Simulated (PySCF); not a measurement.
Isomers of C6H12OP2.

All values: PBE0/pcSseg-1 (PySCF) at GFN2-xTB geometries, gas phase, one conformer each.

Question: Rank by the highest Hirshfeld charge on any atom, lowest value first.
A. `[CH:1]#[C:2][P@H:3](=[O:4])[CH2:5][CH2:6][P:7]([CH3:8])[CH3:9]` with C2–P3–C5–C6 -37°, P3–C5–C6–P7 -42°, C5–C6–P7–C8 -178°
B. `[CH3:1]/[CH:2]=[CH:3]/[P@@:4]([CH3:5])(=[O:6])/[CH:7]=[CH:8]/[PH2:9]` with C2–C3–P4–C5 -127°, C3–P4–C7–C8 -128°, C7–C8–P9–H -125° and -31°
C. `[CH2:1]=[CH:2][CH2:3]/[P:4]=[P:5]/[CH2:6][CH2:7][CH2:8][OH:9]` with C1–C2–C3–P4 -109°, C2–C3–P4–P5 9°, P4–P5–C6–C7 1°, P5–C6–C7–C8 180°, C6–C7–C8–O9 -175°
D. `[CH3:1][C:2]1=[CH:3][P@@:4]1(=[O:5])[CH2:6][P:7]([CH3:8])[CH3:9]` with C3–P4–C6–P7 144°, P4–C6–P7–C8 68°
E. `[CH2:1]=[CH:2][CH2:3]/[P:4]=[P:5]/[CH2:6][CH2:7][O:8][CH3:9]` with C1–C2–C3–P4 -23°, C2–C3–P4–P5 118°, P4–P5–C6–C7 -90°, P5–C6–C7–O8 -35°, C6–C7–O8–C9 -75°
F. `[CH3:1][O:2][CH2:3][PH:4][C:5]#[C:6][P:7]([CH3:8])[CH3:9]` with C1–O2–C3–P4 175°, O2–C3–P4–C5 164°

Answer: E (+0.062 e), C (+0.163 e), F (+0.183 e), D (+0.383 e), A (+0.407 e), B (+0.424 e).

Question: Rank by HOMO–LUMO gap, highest first.
A. `[CH3:1][O:2][CH2:3][PH:4][C:5]#[C:6][P:7]([CH3:8])[CH3:9]` with C1–O2–C3–P4 175°, O2–C3–P4–C5 164°
B. `[CH:1]#[C:2][CH2:3][P@:4]([CH3:5])(=[O:6])[P:7]([CH3:8])[CH3:9]` with C2–C3–P4–C5 -71°, C3–P4–P7–C8 69°
C. `[CH2:1]=[CH:2][CH2:3]/[P:4]=[P:5]/[CH2:6][CH2:7][O:8][CH3:9]` with C1–C2–C3–P4 -23°, C2–C3–P4–P5 118°, P4–P5–C6–C7 -90°, P5–C6–C7–O8 -35°, C6–C7–O8–C9 -75°
D. `[CH2:1]=[CH:2][P:3]1(=[O:4])[CH2:5][CH2:6][PH:7][CH2:8][CH2:9]1` with C1–C2–P3–O4 0°, C2–P3–C5–C6 172°, P3–C5–C6–P7 -71°, C5–C6–P7–C8 70°, C6–P7–C8–C9 -70°

Answer: B (7.01 eV), D (6.43 eV), A (6.22 eV), C (4.52 eV).

Question: Rank by the highest IAO charge on any atom, highest value first.
A. `[CH:1]#[C:2][CH2:3][P@:4]([CH3:5])(=[O:6])[P:7]([CH3:8])[CH3:9]` with C2–C3–P4–C5 -71°, C3–P4–P7–C8 69°
B. `[CH3:1]/[CH:2]=[CH:3]/[P@@:4]([CH3:5])(=[O:6])/[CH:7]=[CH:8]/[PH2:9]` with C2–C3–P4–C5 -127°, C3–P4–C7–C8 -128°, C7–C8–P9–H -125° and -31°
C. `[CH:1]#[C:2][P@H:3](=[O:4])[CH2:5][CH2:6][P:7]([CH3:8])[CH3:9]` with C2–P3–C5–C6 -37°, P3–C5–C6–P7 -42°, C5–C6–P7–C8 -178°
D. `[CH3:1][O:2][CH2:3][PH:4][C:5]#[C:6][P:7]([CH3:8])[CH3:9]` with C1–O2–C3–P4 175°, O2–C3–P4–C5 164°
E. `[CH2:1]=[CH:2][P:3]1(=[O:4])[CH2:5][CH2:6][PH:7][CH2:8][CH2:9]1` with C1–C2–P3–O4 0°, C2–P3–C5–C6 172°, P3–C5–C6–P7 -71°, C5–C6–P7–C8 70°, C6–P7–C8–C9 -70°
F. `[CH2:1]=[CH:2][CH2:3]/[P:4]=[P:5]/[CH2:6][CH2:7][O:8][CH3:9]` with C1–C2–C3–P4 -23°, C2–C3–P4–P5 118°, P4–P5–C6–C7 -90°, P5–C6–C7–O8 -35°, C6–C7–O8–C9 -75°

Answer: B (+1.544 e), E (+1.517 e), C (+1.439 e), A (+1.328 e), D (+0.570 e), F (+0.162 e).

All values together:

```csv
SMILES,μ (D),HOMO (eV),LUMO (eV),lowest IAO charge (e),highest IAO charge (e),lowest Hirshfeld charge (e),highest Hirshfeld charge (e)
C=CC/P=P/CCCO,1.49,-6.81,-2.35,-0.547 (O),+0.345 (H),-0.234 (O),+0.163 (H)
C=CP1(=O)CCPCC1,2.41,-7.05,-0.62,-0.934 (O),+1.517 (P),-0.393 (O),+0.428 (P)
C#C[P@H](=O)CCP(C)C,5.39,-6.70,-0.42,-0.913 (O),+1.439 (P),-0.405 (O),+0.407 (P)
CC1=C[P@@]1(=O)CP(C)C,3.29,-6.60,-0.44,-0.895 (O),+1.441 (P),-0.377 (O),+0.383 (P)
C=CC/P=P/CCOC,1.51,-6.73,-2.21,-0.457 (C),+0.162 (H),-0.137 (O),+0.062 (P)
COCPC#CP(C)C,1.04,-6.51,-0.30,-0.605 (C),+0.570 (P),-0.163 (C),+0.183 (P)
CCP(C)C#C[P@H](C)=O,3.32,-7.10,-0.73,-0.911 (O),+1.457 (P),-0.403 (O),+0.422 (P)
C/C=C/[P@@](C)(=O)/C=C/P,3.82,-7.14,-0.84,-0.933 (O),+1.544 (P),-0.394 (O),+0.424 (P)
C#CC[P@](C)(=O)P(C)C,2.23,-6.70,0.32,-0.916 (O),+1.328 (P),-0.392 (O),+0.392 (P)
```

Conformers: `[CH2:1]=[CH:2][CH2:3]/[P:4]=[P:5]/[CH2:6][CH2:7][CH2:8][OH:9]` with C1–C2–C3–P4 -109°, C2–C3–P4–P5 9°, P4–P5–C6–C7 1°, P5–C6–C7–C8 180°, C6–C7–C8–O9 -175°; `[CH2:1]=[CH:2][P:3]1(=[O:4])[CH2:5][CH2:6][PH:7][CH2:8][CH2:9]1` with C1–C2–P3–O4 0°, C2–P3–C5–C6 172°, P3–C5–C6–P7 -71°, C5–C6–P7–C8 70°, C6–P7–C8–C9 -70°; `[CH:1]#[C:2][P@H:3](=[O:4])[CH2:5][CH2:6][P:7]([CH3:8])[CH3:9]` with C2–P3–C5–C6 -37°, P3–C5–C6–P7 -42°, C5–C6–P7–C8 -178°; `[CH3:1][C:2]1=[CH:3][P@@:4]1(=[O:5])[CH2:6][P:7]([CH3:8])[CH3:9]` with C3–P4–C6–P7 144°, P4–C6–P7–C8 68°; `[CH2:1]=[CH:2][CH2:3]/[P:4]=[P:5]/[CH2:6][CH2:7][O:8][CH3:9]` with C1–C2–C3–P4 -23°, C2–C3–P4–P5 118°, P4–P5–C6–C7 -90°, P5–C6–C7–O8 -35°, C6–C7–O8–C9 -75°; `[CH3:1][O:2][CH2:3][PH:4][C:5]#[C:6][P:7]([CH3:8])[CH3:9]` with C1–O2–C3–P4 175°, O2–C3–P4–C5 164°; `[CH3:1][CH2:2][P:3]([CH3:4])[C:5]#[C:6][P@H:7]([CH3:8])=[O:9]` with C1–C2–P3–C4 -172°; `[CH3:1]/[CH:2]=[CH:3]/[P@@:4]([CH3:5])(=[O:6])/[CH:7]=[CH:8]/[PH2:9]` with C2–C3–P4–C5 -127°, C3–P4–C7–C8 -128°, C7–C8–P9–H -125° and -31°; `[CH:1]#[C:2][CH2:3][P@:4]([CH3:5])(=[O:6])[P:7]([CH3:8])[CH3:9]` with C2–C3–P4–C5 -71°, C3–P4–P7–C8 69°.
